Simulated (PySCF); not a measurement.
All values below come from TPSSh-D3(BJ)/def2-TZVP // CAM-B3LYP-D3(BJ)/def2-TZVP run with PySCF. All species are isolated molecules in the gas phase. One relaxed conformer stands for a flexible species; it need not be the lowest. Excitations are Tamm–Dancoff values on a coarser integration grid. The basis has no diffuse functions, so Rydberg states are missing or too high.

Reference species (SMILES): `B/C(C=C)=C/C` (neutral, multiplicity 1).

The HOMO comes out as -6.24 eV, the T1 excitation (TDA) comes out as 2.87 eV and the brightest of the four lowest singlets (TDA) is 6.03 eV.

After one change: the HOMO falls by 0.40 eV; the T1 excitation (TDA) falls by 0.22 eV; the brightest of the four lowest singlets (TDA) drops by 1.22 eV.

Task: Which change was made? The new species is one of these.
(A) `B/C(C)=C\C=C`
(B) `BC(=C)/C=C/C`
(C) `B/C=C\C=C/C`
(D) `B/C=C\C(=C)C`

Result: D, `B/C=C\C(=C)C`
